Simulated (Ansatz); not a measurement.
`ClC1CCCCC1` and `CCC1CCCCC1` differ in one atom or group.

Ansatz, PBE0-D4/def2-TZVP geometries, multiplicity 1. Each molecule was computed in one conformer, which needn't be the lowest.

```
                             property  `ClC1CCCCC1`
   HOMO energy (PBE0/def2-TZVPP) / eV         -8.06
  HOMO–LUMO gap (PBE/def2-TZVPP) / eV          6.58
  HOMO energy (B3LYP/def2-TZVPP) / eV         -7.82
 HOMO–LUMO gap (PBE0/def2-TZVPP) / eV          9.03
LUMO energy (ωB97M-V/def2-TZVPP) / eV          2.40
HOMO–LUMO gap (B3LYP/def2-TZVPP) / eV          8.47
```

Task: What does the change do to each property? (Best estimate.)

Result: Computed: 
```json
{"property": "HOMO energy (PBE0/def2-TZVPP) / eV", "`CCC1CCCCC1`": "-8.13", "shift": "-0.07"}
{"property": "HOMO–LUMO gap (PBE/def2-TZVPP) / eV", "`CCC1CCCCC1`": "7.27", "shift": "0.69"}
{"property": "HOMO energy (B3LYP/def2-TZVPP) / eV", "`CCC1CCCCC1`": "-7.96", "shift": "-0.14"}
{"property": "HOMO–LUMO gap (PBE0/def2-TZVPP) / eV", "`CCC1CCCCC1`": "9.37", "shift": "0.34"}
{"property": "LUMO energy (ωB97M-V/def2-TZVPP) / eV", "`CCC1CCCCC1`": "2.65", "shift": "0.25"}
{"property": "HOMO–LUMO gap (B3LYP/def2-TZVPP) / eV", "`CCC1CCCCC1`": "8.87", "shift": "0.40"}
```

With PBE0 the HOMO falls by 0.07 eV and the LUMO rises by 0.27 eV, so the gap widens by about 0.34 eV. PBE moves the HOMO by -0.15 eV and ωB97M-V by -0.04 eV.

B3LYP here is the variant with VWN-RPA as its local correlation; programs differ in this.
